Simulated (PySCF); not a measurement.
Mayer bond orders and bond lengths

Compound: C6H7N2P.
Atom-mapped SMILES: `[CH3:1][c:2]1[cH:3][p:4][c:5]([C:6]#[N:7])[n:8]1[CH3:9]` (hydrogens: H10, H11, H12 on C1; H13 on C3; H14, H15, H16 on C9)

Cartesian coordinates in Å at the GFN2-xTB level; atoms count from 1:
```xyz
16
C6H7N2P angstrom
C     -1.9735   -0.3932    0.3968
C     -0.8498    0.4037   -0.1672
C     -0.9497    1.5846   -0.8580
P      0.6000    2.2168   -1.3648
C      1.3360    0.8333   -0.6068
C      2.7023    0.5659   -0.5711
N      3.8328    0.3520   -0.5470
N      0.4305   -0.0132   -0.0260
C      0.8085   -1.2198    0.6600
H     -2.9157    0.1055    0.1903
H     -2.0035   -1.3902   -0.0437
H     -1.8682   -0.5040    1.4762
H     -1.8864    2.0694   -1.0646
H      0.4677   -1.1930    1.6977
H      0.3686   -2.0919    0.1706
H      1.8930   -1.3170    0.6462
```

Bond orders from the PBE0/pcSseg-1 density (PySCF). Geometry: GFN2-xTB; no solvent, vibrations or thermal averaging.

Task: How far do the computed orders between heavy atoms stray from the drawn ones?

Result: The largest departure is 0.385, at C5–N8 (drawn aromatic, 1.115), counting aromatic bonds as 1.5. The bonds drawn aromatic range from 1.11 to 1.45.

Task: Set the Mayer orders of the bonds between heavy atoms beside their lengths.

Result: 
```csv
bond,drawn as,length (Å),Mayer order
C1–C2,single,1.489,1.086
C2–C3,aromatic,1.372,1.447
C3–P4,aromatic,1.749,1.265
P4–C5,aromatic,1.741,1.326
C5–C6,single,1.393,1.043
C6–N7,triple,1.151,2.968
C5–N8,aromatic,1.369,1.115
N8–C9,single,1.439,0.926
N8–C2,aromatic,1.354,1.122
```

Bonds between the same two heavy elements. C–C: lowest C5–C6 (1.043, 1.393 Å), highest C2–C3 (1.447, 1.372 Å); in 1 of the 3 pairs the longer bond (by over 0.003 Å) has the higher order (by 0.02 or more). C–P: lowest C3–P4 (1.265, 1.749 Å), highest P4–C5 (1.326, 1.741 Å). C–N: lowest N8–C9 (0.926, 1.439 Å), highest C6–N7 (2.968, 1.151 Å).

Task: And the bonds to hydrogen?

Result: C–H: 0.94 to 0.95 (7 bonds).

Task: Sum the orders of all bonds at each heavy atom with more than one neighbour and set the sums beside the valence in the SMILES.

Result: C1 3.905 (drawn 4), C2 3.655 (drawn 4), C3 3.667 (drawn 4), P4 2.591 (drawn 3), C5 3.484 (drawn 4), C6 4.011 (drawn 4), N8 3.163 (drawn 3), C9 3.778 (drawn 4). Orders between atoms that aren't bonded are not in these sums.

The Mayer order sums products of elements of PS (density times overlap matrix) between the two atoms' basis functions, so it depends on the basis set.

These values come from a run that also computed NMR shieldings. On one thread of an Arm Neoverse V1, shared host with 32 logical CPUs at a one-minute load of 10, this took 40 s (grids of density and orbitals included) and 0.78 GiB of memory at its peak.
